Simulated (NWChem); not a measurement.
System: HS2, doublet; SMILES [S]S

All runs: NWChem. Spin-unrestricted. In the optimisation the excess spin sits in a" (Cs, its own frame). Geometry: optimised at PBE-D3(BJ)/def2-SVP, spin-unrestricted. No stability test was run on the SCF state.

For level CAM-B3LYP/def2-SVP:

highest occupied level (eV): -8.23
lowest empty minus highest occupied level, either spin (eV): 5.87

Q: Estimate the same quantities for level CAM-B3LYP/def2-SVPD.

A: 
| Property | Result |
|---|---|
| highest occupied level (eV) | -8.52 |
| lowest empty minus highest occupied level, either spin (eV) | 5.73 |
